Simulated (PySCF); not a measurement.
# How methods differ on the excitation energy of Sn

Sn [Kr] 4d10 5s2 5p2 (3P) → Sn [Kr] 4d10 5s1 5p2 5d1 (high-spin determinant), as a difference of total energies. Computed with PySCF 2.14 in dyall-av2z (22s16p12d, 130 functions), with no relativity, point nucleus. Correlated levels: valence: [Kr] 4d10 frozen; virtual orbitals above 40 to 60 times the deepest correlated orbital energy dropped. The calculations carry no spin-orbit coupling.

```
           method  excitation energy (eV)
              UHF                   9.238
    MP2 (valence)                   9.997
SCS-MP2 (valence)                  10.235
   CCSD (valence)                  10.037
CCSD(T) (valence)                  10.005
```

How much does correlation contribute at CCSD(T) (valence)?

10.005 − (9.238) = 0.767 eV, measured against UHF.

The upper state lies above the first ionisation limit, but in LS coupling its spin forbids autoionisation to the ground ion; at this Z spin-orbit coupling breaks that rule.

The promoted electron is Rydberg-like, and one or two diffuse shells describe it only roughly, which tends to raise the upper state.

The coupled-cluster amplitudes are large for the upper state (T1 above 0.03 or a double amplitude above 0.15), so a single reference is strained.

The determinant of the upper state mixes LS terms, which raises its energy above the lowest term, most at the Hartree-Fock and MP2 levels.
